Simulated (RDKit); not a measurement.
A run for RDKit: UFF on C3H5N (a complex), monomers drawn apart or pushed together.

```python
from rdkit import Chem
from rdkit.Chem import AllChem, rdDetermineBonds

blocks = [
'''6

C    -0.08697632    0.63684179    0.22296924
C    -0.22787130   -0.67842542    0.12584609
H     0.88242362    1.11359623    0.13936012
H    -0.93663063    1.29079765    0.37916709
H    -1.19858723   -1.15424217    0.19865868
H     0.62046729   -1.33145077   -0.04106351
''',
'''3

C     0.25161760   -0.31323480    3.51070940
N     0.39033834   -0.41331299    4.64454264
H     0.12222325   -0.21967391    2.45083476
''',
]
mol = None
for b in blocks:
    f = Chem.MolFromXYZBlock(b)
    rdDetermineBonds.DetermineBonds(f, charge=0)
    mol = f if mol is None else Chem.CombineMols(mol, f)
Chem.SanitizeMol(mol)
print(Chem.MolToSmiles(Chem.RemoveHs(mol)))
ff = AllChem.UFFGetMoleculeForceField(mol, vdwThresh=100.0, ignoreInterfragInteractions=False)
e = ff.CalcEnergy()
print(f'UFF energy {e:.6f} kcal/mol')
```

Program output:

```
C#N.C=C
UFF energy 5.366093 kcal/mol
```

The run finished.

Cost: roughly 0.010 core-seconds.
